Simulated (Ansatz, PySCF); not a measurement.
Stepwise substitution at one centre (Sn F-H). Gas-phase values, no solvent. Strings in code marks are SMILES.

Quantity: vertical ionisation energy (energy after one electron is removed minus that of the parent at the parent's geometry), in eV.

Level 1: frozen-core MP2/def2-TZVPP // PBE0-D3(BJ)/def2-TZVP (Ansatz, a program for electronic structure)
Level 2: minus the HOMO energy of B3LYP-D3(BJ)/def2-TZVP // PBE0-D3(BJ)/def2-TZVP (PySCF)
Level 3: minus the HOMO energy of M06-2X/def2-TZVP // PBE0-D3(BJ)/def2-TZVP (PySCF)
Level 4: HF/def2-TZVPP // PBE0-D3(BJ)/def2-TZVP (Ansatz)

```csv
species,level 2,level 3,level 4
`[SnH4]`,8.98,10.24,10.92
`[F][SnH]([F])[F]`,10.81,12.66,13.86
```

What does level 1 give for each?


- `[SnH4]`: 11.68
- `[F][SnH]([F])[F]`: 14.05
